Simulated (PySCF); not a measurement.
CH9NSi4, SMILES [SiH3][SiH2][Si@H]1C=N[SiH2]1.

The structure is a stationary point at B3LYP-D3(BJ)/def2-SVP. The structure was generated by enumeration; whether it is a known compound was not checked. The values are those of a single conformer.

Two levels are set side by side: TDA-PBE/def2-SVPD (PySCF) and TDA-B3LYP/def2-SVPD (PySCF). Vertical, same geometry. The lowest singlet is HOMO→LUMO 98 % with PBE and HOMO→LUMO 97 % with the other functional; states are paired by order. Differences are taken from unrounded values.

```csv
quantity,TDA-PBE
lowest singlet excitation (eV),3.41
lowest triplet excitation (TDA) (eV),2.71
```

These are the TDA-PBE values. What does TDA-B3LYP give? (Estimate from the structure and the level; the computed values follow.)


```json
[
 {"quantity": "lowest singlet excitation (eV)", "TDA-B3LYP": "3.57", "TDA-PBE minus TDA-B3LYP": "-0.16"},
 {"quantity": "lowest triplet excitation (TDA) (eV)", "TDA-B3LYP": "2.87", "TDA-PBE minus TDA-B3LYP": "-0.15"}
]
```

A lower first singlet is the usual sign of a functional without exact exchange. Differences between two approximate levels are no errors against the true value.

Rough cost on one machine, each run with all the roots and properties that it gave: TDA-B3LYP against TDA-PBE about 2 times.
